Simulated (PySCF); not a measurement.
C₄H₉NOSi.
Numbering: `[H]/[N:1]=[CH:2]\[Si@@H:3]1[CH2:4][CH2:5][CH2:6][O:7]1`

NICS is the negative of the GIAO shielding at a point without a nucleus: at the ring centre (0) and 1 Å above and below it (1); zz is the component along the ring normal. Level: GIAO CAM-B3LYP/pcSseg-1 (PySCF, non-relativistic, gas phase) on the PBE0-D3(BJ)/def2-SVP geometry, one conformer.

Ring bond lengths (Å): Si3–C4 1.888, C4–C5 1.537, C5–C6 1.530, C6–O7 1.417, O7–Si3 1.680.

Question: What do the NICS probes read (ppm)?

Answer: 
| ring | type | NICS(0) | NICS(1), two faces | NICS(1)zz, two faces | rms pucker (Å) | centre to ring atoms, mean (Å) |
| --- | --- | --- | --- | --- | --- | --- |
| Si3–C4–C5–C6–O7 | 5-membered ring with O and Si; formal bonds all single | -5.8 | -2.7 / -3.6 | -3.9 / -4.4 | 0.17 | 1.35 |

Question: What do they say, and how far can they be read as aromaticity?

Answer: 
- Si3–C4–C5–C6–O7: mean NICS(1)zz -4.2 ppm, shielded. Si3, C4, C5, C6 have four or more neighbours; no verdict on aromaticity is drawn.

Question: What is the mean of the two in-plane components of NICS at the second NICS(1) probe listed for ring Si3–C4–C5–C6–O7, 1 Å off the ring?

Answer: The isotropic value is a third of the trace: (3 × -3.6 − (-4.4))/2 = -3.2 ppm.

Question: What are the shieldings of the ring atoms and their hydrogens in the same run (means over atoms taken as equivalent)?

Answer: 
```json
{"atoms": "Si3", "environment": "oxygen-bound silicon", "σ isotropic (ppm)": "332.2"}
{"atoms": "C4", "environment": "sp3 carbon bound to silicon", "σ isotropic (ppm)": "173.2"}
{"atoms": "C5", "environment": "ring CH2 carbon", "σ isotropic (ppm)": "153.0"}
{"atoms": "C6", "environment": "sp3 carbon bound to oxygen", "σ isotropic (ppm)": "111.3"}
{"atoms": "O7", "environment": "silyl ether oxygen", "σ isotropic (ppm)": "286.0"}
{"atoms": "H on Si3", "environment": "Si–H hydrogen", "σ isotropic (ppm)": "26.92"}
{"atoms": "H on C4", "environment": "methylene hydrogen", "σ isotropic (ppm)": "30.48"}
{"atoms": "H on C4", "environment": "methylene hydrogen", "σ isotropic (ppm)": "30.59"}
{"atoms": "H on C5", "environment": "methylene hydrogen", "σ isotropic (ppm)": "29.46"}
{"atoms": "H on C5", "environment": "methylene hydrogen", "σ isotropic (ppm)": "29.73"}
{"atoms": "H on C6", "environment": "methylene hydrogen", "σ isotropic (ppm)": "27.64"}
{"atoms": "H on C6", "environment": "methylene hydrogen", "σ isotropic (ppm)": "27.16"}
```

Question: How do the values depend on the level or the medium?

Answer: 
| level | NICS(0), Si3–C4–C5–C6–O7 | mean NICS(1)zz, Si3–C4–C5–C6–O7 |
| --- | --- | --- |
| CAM-B3LYP/pcSseg-1, gas | -5.8 | -4.2 |
| PBE0/pcSseg-1, gas | -6.1 | -4.5 |
| PBE0/pcSseg-1, IEF-PCM chloroform | -6.1 | -4.5 |

The geometry is the same throughout; the continuum's cavity takes Bondi-type radii × 1.2.

Time: 54 s; peak memory 0.86 GiB. Hardware: one thread of an Arm Neoverse N1, no GPU, shared host with 64 logical CPUs at a one-minute load of 61. This is the whole shielding run at CAM-B3LYP/pcSseg-1, SCF included.
